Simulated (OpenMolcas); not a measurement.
# Worked example: vertical ionisation energy of RuO4 (ruthenium tetroxide)

RuO4 has 5 atoms, charge 0, and is taken as a singlet. SMILES: `[O]=[Ru](=[O])(=[O])=[O]`. The shape is that of a PBE0-D4/def2-TZVP optimisation.

Both states at this one shape; open shells run unrestricted unless said. 1 Eh = 27.2114 eV.

| level | program | singlet RuO4 (Eh) | doublet [RuO4]+ (Eh) | HOMO of the first (eV) |
| --- | --- | --- | --- | --- |
| M06-2X/def2-SVP (core potential) | OpenMolcas | -395.132034 | -394.667420 | -11.98 |
| PBE0/def2-SVP (core potential) | OpenMolcas | -395.123841 | -394.661107 | -10.49 |

Problem. Work out the vertical ionisation energy at each level.

Solution. 
1. M06-2X/def2-SVP (core potential): -394.667420 − (-395.132034) = 0.464614 Eh = 12.64 eV; −ε(HOMO) = 11.98 eV.
2. PBE0/def2-SVP (core potential): -394.661107 − (-395.123841) = 0.462734 Eh = 12.59 eV; −ε(HOMO) = 10.49 eV.

No measured value is set beside it here; the levels span 12.59 to 12.64 eV. Spin-orbit coupling, which splits open shells on such heavy atoms by tenths of an eV, is left out. The second state is spin-contaminated at M06-2X/def2-SVP (core potential) (⟨S²⟩ = 1.15). The second state is spin-contaminated at PBE0/def2-SVP (core potential) (⟨S²⟩ = 0.93).
